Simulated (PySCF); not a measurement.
AlBH4NSi, BH4Si (calculated)

Computed with PySCF 2.14.0. Calculation on a computer-drawn molecule: the log of a Hartree-Fock and frozen-core CCSD(T) single point meant for a local Hartree-Fock minimum, with one planted fault or none, to be diagnosed. Offsets are logged minus clean, where the clean run is the same molecule without the fault. The reference is restricted for singlets and unrestricted otherwise, and also for a bond in bohr or an excited solution. Adding or removing an electron swaps singlet and doublet. The excited solution moves the top pair (singlet) or top alpha electron (doublet) to the lowest empty orbital. Highest occupied and lowest empty are orbital energies over both spins, largest force is the largest gradient component, triples share is (T) over the correlation energy, the T1 limit is 0.02 restricted and 0.045 unrestricted, electrons count all cores, a negative frequency is imaginary (commonest isotopes), and the dipole is about the centre of nuclear charge.

Common to all runs: meant basis cc-pV(D+d)Z; logged SCF converged yes; logged CC converged yes; logged SCF stable within its kind yes; possible faults no fault, one electron removed, one electron added, multiplicity raised by two, geometry at a saddle point, SCF held on an excited solution, minimal basis STO-3G, one bond length entered in bohr, all coordinates scaled.

(1) 
```xyz
8
formula=AlBH4NSi meant_charge=1 meant_multiplicity=1 logged_electrons=42 logged_basis_functions=94 logged_spin_squared=0 logged_highest_occupied=-14.872 logged_lowest_empty=-3.4728 logged_largest_force=2.687e-05 logged_lowest_frequency=92.989 logged_T1_diagnostic=0.017656 logged_D1_diagnostic=0.046504 logged_triples_share=0.031585 logged_dipole_magnitude=2.9323 logged_energy_HF=-612.06079 logged_energy_CCSD(T)=-612.48522
B     -0.7003     0.3963    -0.8244
Si    -0.0341    -1.4987    -1.0979
N      1.1942    -2.1168    -0.2768
Al     2.4520    -2.8541     0.5170
H     -1.5455     0.6106    -0.0110
H     -0.2351     1.2823    -1.4727
H     -0.7211    -2.3310    -2.1003
H      3.6220    -3.5171     1.2661
```

Units: logged_highest_occupied, logged_lowest_empty in eV; logged_largest_force in hartree/bohr; logged_lowest_frequency in cm⁻¹; logged_dipole_magnitude in debye; logged_energy_HF, logged_energy_CCSD(T) in hartree.

Drawn bonds:
```tsv
atom	other atom	order
1	2	1
2	3	1
3	4	2
1	5	1
1	6	1
2	7	1
4	8	1
```

(2) 
```xyz
6
formula=BH4Si meant_charge=0 meant_multiplicity=2 logged_electrons=23 logged_basis_functions=57 logged_spin_squared=0.7644 logged_highest_occupied=-8.2426 logged_lowest_empty=0.51784 logged_largest_force=0.020526 logged_T1_diagnostic=0.018137 logged_D1_diagnostic=0.065949 logged_triples_share=0.02641 logged_dipole_magnitude=0.38114 logged_energy_HF=-315.87245 logged_energy_CCSD(T)=-316.09513
B      0.4672     1.6345    -0.8027
Si    -0.5577     1.4481    -2.5574
H      1.1419     2.6676    -0.5766
H      0.4230     0.7162     0.0507
H     -0.5692     2.5180    -3.6724
H     -1.4172     0.2199    -2.9331
```

Units: logged_highest_occupied, logged_lowest_empty in eV; logged_largest_force in hartree/bohr; logged_dipole_magnitude in debye; logged_energy_HF, logged_energy_CCSD(T) in hartree.

Drawn bonds:
```tsv
atom	other atom	order
1	2	1
1	3	1
1	4	1
2	5	1
2	6	1
```

Question: Which fault was planted in the run of AlBH4NSi (entry 1)?
Answer: no fault

Question: BH4Si (entry 2): planted fault?
Answer: all coordinates scaled, by +4.7 %

Further results for AlBH4NSi (entry 1):

* HF energy offset from clean run: 0 kcal/mol
* CCSD(T) energy offset from clean run: 0 kcal/mol

Further results for BH4Si (entry 2):

* HF energy offset from clean run: 5.31 kcal/mol
* CCSD(T) energy offset from clean run: 3.866 kcal/mol
